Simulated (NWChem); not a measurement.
Species: C₂H₂Br₂; SMILES C(=C/Br)/Br

```xyz
6

Br    -1.7854     0.0000     0.2636
C     -0.6649     0.0000    -1.2616
C      0.6649     0.0000    -1.2616
Br     1.7854     0.0000     0.2636
H     -1.2153     0.0000    -2.1957
H      1.2153     0.0000    -2.1957
```
Atoms are numbered in this order, from 1.

Level: B3LYP/6-31G* (spherical d) (NWChem), optimised geometry, unscaled harmonic frequencies. This build's default masses of Se (78.918 u) and Br (79.917 u) are each other's, which moves their modes by up to 0.6 %.

| frequency (cm⁻¹) | IR intensity (km/mol) |
|---|---|
| 105 | 0.0 |
| 381 | 0.0 |
| 469 | 3.5 |
| 572 | 9.9 |
| 689 | 60.1 |
| 755 | 71.4 |
| 894 | 0.0 |
| 1197 | 3.0 |
| 1296 | 54.0 |
| 1650 | 34.9 |
| 3221 | 15.2 |
| 3242 | 0.8 |

| Property | Value |
|---|---|
| zero-point energy | 20.7 kcal/mol |
| thermal correction to the enthalpy at 298.15 K (with zero-point energy) | 24.2 kcal/mol |
| heat capacity Cv | 14.3 cal/(mol K) |
| entropy at 298.15 K and 1 atm (symmetry number 2) | 74.8 cal/(mol K) |
| dipole moment | 1.84 D |

Rigid rotor and harmonic oscillator.
